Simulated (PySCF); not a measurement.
Species: C₇H₁₁O (charge +1).
SMILES: `C[c+]1cc1OC(C)C`

A PySCF run (density fitting, gas phase, GFN2-xTB geometry) gave HOMO -12.55 eV, LUMO -4.36 eV and E = -343.614 Eh.

Task: Which of these levels was it?
A. KT2/6-31G-J
B. PBE0/STO-3G
C. X3LYP/def2-SVPD

Result: B. It is PBE0/STO-3G. All candidates on this geometry:

| level and settings | kind | basis functions | SCF cycles | E (Eh) | HOMO (eV) | LUMO (eV) |
| --- | --- | --- | --- | --- | --- | --- |
| KT2/6-31G-J, grid level 3, start guess vsap | GGA | 140 | 16 | -354.2037 | -12.28 | -6.95 |
| X3LYP/def2-SVPD, start guess huckel | global hybrid | 251 | 13 | -347.8619 | -13.43 | -6.13 |
| PBE0/STO-3G, grid level 1 | global hybrid | 51 | 10 | -343.6142 | -12.55 | -4.36 |

The nearest other candidate, by the summed differences of HOMO and LUMO, is X3LYP/def2-SVPD: its HOMO differs by -0.88 eV and its LUMO by -1.77 eV. KT2 was designed for NMR shieldings or shifts; total energies of different functionals aren't comparable.

The values belong to the conformer `[CH3:1][c+:2]1[cH:3][c:4]1[O:5][CH:6]([CH3:7])[CH3:8]`: C3–C4–O5–C6 1°, C4–O5–C6–C7 -135°.
